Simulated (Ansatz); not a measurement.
# Molecular dynamics of CH7AlSSi

input.yaml

```yaml
crystal:
  periodic: [false, false, false]
  atoms:
    - { symbol: C, position_ang: [-1.986987, 0.767312, 0.17909] }
    - { symbol: Al, position_ang: [-1.311267, -0.084119, -1.518135] }
    - { symbol: S, position_ang: [1.061174, -1.685991, 1.138337] }
    - { symbol: Si, position_ang: [2.051852, -0.416068, -0.313697] }
    - { symbol: H, position_ang: [-2.982893, 0.357069, 0.46656] }
    - { symbol: H, position_ang: [-1.329743, 0.680392, 1.073693] }
    - { symbol: H, position_ang: [-2.133443, 1.860174, 0.007681] }
    - { symbol: H, position_ang: [-0.1932, -1.228053, 0.860069] }
    - { symbol: H, position_ang: [1.278799, 0.872434, -0.453561] }
    - { symbol: H, position_ang: [3.415922, -0.133703, 0.249633] }
    - { symbol: H, position_ang: [2.195088, -1.046447, -1.66907] }
magnetization:
  spin_polarized: true
basis:
  gaussian: { orbitals: def2-SVP }
hamiltonian:
  xc: pbe
  dispersion: d4
md:
  timestep: 0.5
  n_steps: 200
  ensemble: nve
  temperature: 300.0
  initial_velocities: maxwell_boltzmann
  seed: 9791
```

Run as:

```bash
$ ansatz run input.yaml --threads 2 --pin off --max-ram 3072MiB --backend cpu --events-out ev --progress --plain --runs-dir out
```

It starts at the highest image of a converged band. Of that band: Neighbouring images differ by up to 1.3 eV, so the band resolves the path poorly. A vibrational analysis at the climbing image gives one clearly imaginary mode, 187i cm⁻¹, and a faint second one (29i cm⁻¹) that may be numerical noise or a soft torsion: probably a first-order saddle point.

Output, in part (step lines, the closing report, with atoms numbered from 0):

```
md step     0: t =     0.00 fs  T =   300.0 K  F+E_penalty+E_count = -26437.44678652 eV  E_kin = 0.349002 eV  conserved = -26437.09778453 eV  (45 SCF iters)
[... lines left out ...]
Total energy: -26437.37661850 eV, -971.5556708325 hartree
Atom 0 at    -2.016021     0.983203     0.063806 Å, force    -0.531959     0.966626     0.375117 eV/Å
Atom 1 at    -1.239555    -0.309638    -1.253999 Å, force    -0.016103    -0.176768     0.106491 eV/Å
Atom 2 at     0.861357    -1.676081     0.886621 Å, force     0.518647    -0.037946     0.144331 eV/Å
Atom 3 at     2.148751    -0.341195    -0.261429 Å, force    -0.805053     0.761006    -0.801252 eV/Å
Atom 4 at    -3.082383     0.734743     0.400185 Å, force     0.797614     0.135629    -0.369812 eV/Å
Atom 5 at    -1.407413     1.036009     1.022388 Å, force    -0.300588     0.092925    -0.627389 eV/Å
Atom 6 at    -2.068166     2.045696    -0.400191 Å, force     0.088083    -1.064227     0.605392 eV/Å
Atom 7 at     1.660200    -1.587175     2.034428 Å, force    -0.412830     0.064746    -0.539032 eV/Å
Atom 8 at     1.193670     0.608513    -1.116074 Å, force     0.571976    -0.688000     0.655767 eV/Å
Atom 9 at     2.904735     0.487560     0.700339 Å, force     0.234647     0.230162     0.367184 eV/Å
Atom 10 at     3.131775    -0.900749    -1.252946 Å, force    -0.144435    -0.284153     0.083203 eV/Å
Dipole moment:     0.271966     0.146829     0.277831 e Å
```

The steps, from the saved trajectory:

| time (fs) | T (K) | potential energy less start (eV) | conserved less start (meV/atom) |
| --- | --- | --- | --- |
| 0.0 | 300 | 0.000 | 0.00 |
| 3.0 | 104 | 0.231 | 0.27 |
| 6.0 | 203 | 0.114 | 0.08 |
| 9.0 | 164 | 0.160 | 0.17 |
| 12.0 | 133 | 0.196 | 0.16 |
| 15.0 | 231 | 0.082 | 0.09 |
| 18.0 | 148 | 0.179 | 0.19 |
| 21.0 | 171 | 0.151 | 0.15 |
| 24.0 | 231 | 0.082 | 0.12 |
| 27.0 | 148 | 0.178 | 0.16 |
| 30.0 | 201 | 0.116 | 0.15 |
| 33.0 | 233 | 0.079 | 0.11 |
| 36.0 | 182 | 0.140 | 0.22 |
| 39.0 | 316 | -0.017 | 0.06 |
| 42.0 | 179 | 0.143 | 0.22 |
| 45.0 | 270 | 0.037 | 0.11 |
| 48.0 | 288 | 0.015 | 0.14 |
| 51.0 | 245 | 0.066 | 0.17 |
| 54.0 | 304 | -0.003 | 0.15 |
| 57.0 | 300 | 0.001 | 0.12 |
| 60.0 | 267 | 0.041 | 0.20 |
| 63.0 | 362 | -0.072 | 0.06 |
| 66.0 | 215 | 0.102 | 0.24 |
| 69.0 | 306 | -0.006 | 0.09 |
| 72.0 | 280 | 0.025 | 0.14 |
| 75.0 | 233 | 0.080 | 0.19 |
| 78.0 | 314 | -0.016 | 0.09 |
| 81.0 | 216 | 0.100 | 0.20 |
| 84.0 | 261 | 0.047 | 0.10 |
| 87.0 | 240 | 0.071 | 0.16 |
| 90.0 | 201 | 0.117 | 0.16 |
| 93.0 | 252 | 0.058 | 0.14 |
| 96.0 | 257 | 0.051 | 0.12 |
| 99.0 | 219 | 0.096 | 0.17 |

All steps were run. The conserved energy stayed within 0.27 meV per atom of its start (net change 0.15 meV per atom), so the integration is sound. A run of 0.1 ps of so small a system gives no equilibrium averages. The orbitals stay closed-shell, which can raise the energy where a bond breaks towards radicals; this wasn't checked here.

The step under study would form S3–H8 and break Al2–H8. These pairs go: S3–H8 1.36 → 1.40 Å, Al2–H8 2.87 → 4.57 Å. In the last frame they stand as after the step (other bonds may differ from the relaxed reactants and products). It ends as CH3Al + H4SSi. Pairs count as bonded within 1.25 times the sum of covalent radii (0.12 Å more for H–H).

Last frame:

```xyz
11
Properties=species:S:1:pos:R:3
C -2.016 0.983 0.064
Al -1.240 -0.310 -1.254
S 0.861 -1.676 0.887
Si 2.149 -0.341 -0.261
H -3.082 0.735 0.400
H -1.407 1.036 1.022
H -2.068 2.046 -0.400
H 1.660 -1.587 2.034
H 1.194 0.609 -1.116
H 2.905 0.488 0.700
H 3.132 -0.901 -1.253
```

The run took 5.6 min on 2 threads of Intel(R) Xeon(R) 6975P-C (Granite Rapids), on a shared host, peak memory 0.19 GiB.
